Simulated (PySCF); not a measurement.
Mapped SMILES: `[O:1]=[CH:2][NH:3][C@@H:4]1[CH:5]=[CH:6][C@@H:7]1[N:8]([SiH3:9])[SiH3:10]` (H(Xn): hydrogen on atom n).

Method: GFN2-xTB geometry, σ from GIAO-PBE0/pcSseg-1, in PySCF (in vacuum, non-relativistic Hamiltonian, one computed conformer, equivalent nuclei averaged).

Q: Predict the 2D correlation tables (HSQC, COSY, HMBC).

A: 

HSQC (one-bond C–H):
```tsv
δH	δC
8.31 (H(C2))	161.5 (C2)
6.85 (H(C6))	150.3 (C6)
6.57 (H(C5))	154.3 (C5)
5.57 (H(C4))	55.7 (C4)
4.33 (H(C7))	65.3 (C7)
```

COSY cross peaks (H two or three bonds apart, from the bond graph; peaks can be absent where the dihedral angle is near 90°):
```tsv
δH	δH
8.31 (H(C2))	5.00 (H(N3))
6.85 (H(C6))	6.57 (H(C5))
6.85 (H(C6))	4.33 (H(C7))
6.57 (H(C5))	5.57 (H(C4))
5.57 (H(C4))	5.00 (H(N3))
5.57 (H(C4))	4.33 (H(C7))
```

HMBC (two and three bonds, from the bond graph):
```tsv
δH	δC
8.31 (H(C2))	55.7 (C4)
6.85 (H(C6))	154.3 (C5), 65.3 (C7), 55.7 (C4)
6.57 (H(C5))	150.3 (C6), 65.3 (C7), 55.7 (C4)
5.57 (H(C4))	161.5 (C2), 154.3 (C5), 150.3 (C6), 65.3 (C7)
5.00 (H(N3))	161.5 (C2), 154.3 (C5), 65.3 (C7), 55.7 (C4)
4.69 (H(Si9)/H(Si10))	65.3 (C7)
4.33 (H(C7))	154.3 (C5), 150.3 (C6), 55.7 (C4)
```

δ = σ(ref) − σ, references computed at the same level: ¹H (σ = 31.72 ppm), ¹³C (σ = 186.93 ppm) vs TMS.

Short H···H contacts in this conformer between protons four or more bonds apart (candidates for NOE cross peaks, intensity ∝ r⁻⁶): H(C7)···H(Si10) 2.62 Å.

Exchangeable OH/NH protons stand at their gas-phase positions; hydrogen bonding in a real sample shifts them, mostly to higher δ. Shifts are as computed. Against solution values, carbons near 30 ppm lie about +3 ppm off and those near 130 ppm about +5 ppm. Of 1211 compounds with measured shifts, 218 miss one by over three times the rms of a fit or turn the order of signals round; such compounds aren't used in these exercises. Hydrogen bonding in solution deshields acid and N–H amide carbonyl carbons by as much as 10 ppm beyond these values.
